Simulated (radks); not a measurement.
Polarisability of the tellurium ion Te+, [Kr] 4d10 5s2 5p3, at imaginary frequency. Calculated with a radial shooting solver on a logarithmic mesh with Libxc functionals: scalar-relativistic Kohn-Sham, PBE, spin-polarised, spherical densities, finite nucleus; open shells are filled with parallel spins first (spin-orbit coupling, left out, can overturn this in heavy ions); Fermi nuclear charge, rms radius 4.7423 fm. Response by self-consistent Sternheimer equations with the Hartree and adiabatic LDA kernel, the relativistic mass of each level held fixed and spin-orbit coupling left out.

w (hartree)  alpha1(iw) (bohr^3)
0.00266                    22.38
0.0143                     22.36
0.0360                     22.24
0.0697                     21.86
0.118                      20.96
0.186                      19.21
0.280                      16.41
0.413                      12.77
0.605                      8.986
0.892                      5.776
1.35                       3.462
2.12                       1.939
3.59                      0.9513
6.94                      0.3488
17.5                     0.07630

Static values: alpha1 = 22.38 bohr^3 (3.317 angstrom^3; uncoupled 36.32). C6 = 189.6, triple-dipole C9 = 3021 atomic units. One-pole (London) frequency 4 C6 / (3 alpha1^2) = 0.505 hartree, against 0.534 for minus the highest occupied eigenvalue.
